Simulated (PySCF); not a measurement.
1-ethynyl-1-methylcyclopropane (C6H8), SMILES C#CC1(C)CC1. Geometry: ωB97X-D3(BJ)/def2-SVP.

Method: ωB97X-D3(BJ)/def2-SVP (PySCF).

Harmonic wavenumbers (cm⁻¹): 176, 202, 236, 343, 345, 548, 557, 678, 701, 744, 792, 894, 937, 958, 973, 1048, 1091, 1109, 1123, 1187, 1326, 1357, 1419, 1444, 1469, 1482, 1517, 2267, 3067, 3159, 3165, 3165, 3168, 3260, 3268, 3486. Rotational constants (GHz): 5.656, 3.038, 2.378; symmetry number 1.

Work out the zero-point energy and the ideal-gas rigid-rotor harmonic-oscillator thermochemistry at 298.15 K and 1 atm.

ZPE = ½ Σ hcν = ½ × 52660 cm⁻¹ = 314.98 kJ/mol. H − E(el) = 334.19 kJ/mol. Entropy in J/(mol K): translation 163.42, rotation 110.74, vibration 49.34, total 323.50. G − E(el) = 237.74 kJ/mol. Cp = 108.12 J/(mol K).
